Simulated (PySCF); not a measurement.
Isomers of C5H10N2Si, one GFN2-xTB conformer each. Single-point energies are computed at PBE0/pcSseg-1 (PySCF, gas phase, no added dispersion term), electronic only.

```
                          SMILES  GFN2-xTB relative energy (kJ/mol)
[H]/N=C/[C@H](N=C)[C@H]1C[SiH2]1                              249.9
           C1=N[Si@@H](NC2CC2)C1                               72.0
              C=CCN[Si@@H]1CC=N1                               99.4
        C[C@@H]1CN[Si@@H](C#N)C1                                0.0
```

Conformers: `[H]/[N:5]=[CH:4]/[C@H:3]([N:2]=[CH2:1])[C@H:6]1[CH2:7][SiH2:8]1` with C1–N2–C3–C4 135°, N2–C3–C4–N5 -152°, N2–C3–C6–C7 81°; `[CH:1]1=[N:2][Si@@H:3]([NH:4][CH:5]2[CH2:6][CH2:7]2)[CH2:8]1` with N2–Si3–N4–C5 -171°, Si3–N4–C5–C6 162°; `[CH2:1]=[CH:2][CH2:3][NH:4][Si@@H:5]1[CH2:6][CH:7]=[N:8]1` with C1–C2–C3–N4 4°, C2–C3–N4–Si5 -81°, C3–N4–Si5–C6 -123°; `[CH3:1][C@@H:2]1[CH2:3][NH:4][Si@@H:5]([C:6]#[N:7])[CH2:8]1` with C1–C2–C3–N4 -166°, C2–C3–N4–Si5 31°, C3–N4–Si5–C6 -125°, N4–Si5–C8–C2 -15°.

What does PBE0/pcSseg-1 give for the same structures?

```tsv
SMILES	PBE0/pcSseg-1 E (Eh)	PBE0/pcSseg-1 (kJ/mol)	GFN2-xTB (kJ/mol)	point group
C[C@@H]1CN[Si@@H](C#N)C1	-595.03929	0.0	0.0	C1
C=CCN[Si@@H]1CC=N1	-594.97578	166.7	99.4	C1
C1=N[Si@@H](NC2CC2)C1	-594.97304	173.9	72.0	C1
[H]/N=C/[C@H](N=C)[C@H]1C[SiH2]1	-594.91538	325.3	249.9	C1
```

Both levels put the same isomer lowest; measured from each level's own lowest isomer, the values differ by up to 101.9 kJ/mol (C1=N[Si@@H](NC2CC2)C1: 72.0 against 173.9). As drawn, the lowest has a C≡N group, which the highest lacks; the highest has a three-membered ring and a C=N bond, which the lowest lacks. Neighbours under 10 kJ/mol apart (C=CCN[Si@@H]1CC=N1 and C1=N[Si@@H](NC2CC2)C1) can change places with a better method, another conformer or zero-point energy.

Which frontier levels, dipoles and rotational constants go with these structures?

```json
{"SMILES": "C[C@@H]1CN[Si@@H](C#N)C1", "HOMO (eV, PBE0/pcSseg-1)": "-7.18", "LUMO (eV)": "-0.46", "dipole (D)": "4.60", "A, B, C (MHz)": "3453, 1037, 946.5"}
{"SMILES": "C=CCN[Si@@H]1CC=N1", "HOMO (eV, PBE0/pcSseg-1)": "-6.58", "LUMO (eV)": "-0.18", "dipole (D)": "2.33", "A, B, C (MHz)": "4496, 954.6, 851.0"}
{"SMILES": "C1=N[Si@@H](NC2CC2)C1", "HOMO (eV, PBE0/pcSseg-1)": "-6.40", "LUMO (eV)": "-0.20", "dipole (D)": "2.63", "A, B, C (MHz)": "5439, 827.0, 787.0"}
{"SMILES": "[H]/N=C/[C@H](N=C)[C@H]1C[SiH2]1", "HOMO (eV, PBE0/pcSseg-1)": "-6.87", "LUMO (eV)": "-0.48", "dipole (D)": "0.54", "A, B, C (MHz)": "2122, 1429, 928.9"}
```
